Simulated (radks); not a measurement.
Values are calculated unless marked as measured or tabulated.
Task: Species: Gd I. Configuration: [Xe] 4f6 5d2 6s2 (not the ground configuration). Level of theory: Dirac Kohn-Sham, PBE, spin-unpolarised, spherical densities, point nucleus; open shells are shared between the two j in proportion to 2j + 1 (a radial shooting solver on a logarithmic mesh with Libxc functionals). Some entries of the table are withheld. Estimate them.

orbital,occ.,eigenvalue (eV),r(max) (bohr),<r> (bohr)
1s1/2,2,-50059.24,0.01391,0.02190
2s1/2,2,-8267.835,0.07917,(1)
2p1/2,2,-7850.247,0.05982,(2)
2p3/2,4,-7154.433,0.06564,(3)
3s1/2,2,-1840.082,0.2245,0.2440
3p1/2,2,-1659.292,0.2117,0.2336
3p3/2,4,-1516.581,0.2240,0.2467
3d3/2,4,-1204.664,0.1781,0.2188
3d5/2,6,-1173.587,0.1815,0.2228
4s1/2,2,(4),0.5156,0.5518
4p1/2,2,-306.6551,0.5199,0.5634
4p3/2,4,-274.7059,0.5459,0.5926
4d3/2,4,(5),0.5531,0.6266
4d5/2,6,(6),0.5614,0.6368
5s1/2,2,-53.2288,1.184,1.311
5p1/2,2,-33.3243,1.283,1.460
5p3/2,4,-28.6715,1.356,1.550
4f5/2,2.57143,-15.6861,0.5573,0.8104
4f7/2,3.42857,-14.8728,0.5618,0.8200
6s1/2,2,-4.4084,3.259,(7)
5d3/2,0.8,-3.7836,1.817,2.493
5d5/2,1.2,-3.4384,1.860,2.576

Result: 
(1) 2s1/2 <r> (bohr): 0.09275
(2) 2p1/2 <r> (bohr): 0.07746
(3) 2p3/2 <r> (bohr): 0.08430
(4) 4s1/2 eigenvalue (eV): -377.1001
(5) 4d3/2 eigenvalue (eV): -158.6184
(6) 4d5/2 eigenvalue (eV): -152.8097
(7) 6s1/2 <r> (bohr): 3.833
